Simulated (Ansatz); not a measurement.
Ideal-gas functions of B₂FH₃O (`BOBF`) at 298.15 K and 1 bar, from an Ansatz frequency run at PBE0-D4/def2-TZVP.

Molar mass 59.64 g/mol, point group Cs (symmetry number 1), electronic degeneracy 1, moments of inertia 9.528, 112.693, 122.221 u Å². Harmonic wavenumbers (cm⁻¹, unscaled): 104, 258, 261, 508, 929, 978, 1066, 1097, 1114, 1241, 1362, 1427, 2571, 2659, 2676.

Use S(trans) = R[1.5 ln M + 2.5 ln T − 1.1517]; rotational temperatures θ = 24.2544 K / I; S(rot) = R[ln(√π/σ · √(T³/θAθBθC)) + 1.5]; for each mode x = 1.438777 ν̃/T, S = R[x/(eˣ − 1) − ln(1 − e⁻ˣ)] and H = RT x/(eˣ − 1); 1 cm⁻¹ = 0.0119627 kJ/mol; R = 8.31446 J/(mol·K).

**Question.** By hand: the entropy, in J/(mol·K).

**Answer.** Translation 159.8. Rotation: θ = 2.5456, 0.2152, 0.1984 K, giving 97.5. Vibration, mode by mode: 14.13, 7.01, 6.92, 2.67, 0.52, 0.43, 0.30, 0.26, 0.25, 0.15, 0.09, 0.07, 0.00, 0.00, 0.00, in all 32.8. Electronic 0.0. Sum 290.1 J/(mol·K).

**Question.** By hand: H − E and G − E in kJ/mol, counted from the electronic energy.

**Answer.** Zero-point energy ½ × 18251 × 0.0119627 = 109.2; thermal vibration 5.5; translation, rotation and pV give 4 RT = 9.9. H − E = 124.6 kJ/mol, and G − E = 124.6 − 298.15 × 290.1/1000 = 38.1 kJ/mol.

Vibration gives 11 % of the entropy, 14.1 J/(mol·K) of it from the mode under 150 cm⁻¹: soft modes count most, and the harmonic formula is weakest for them. The sum counts one conformer and one mirror image; others add a mixing term.
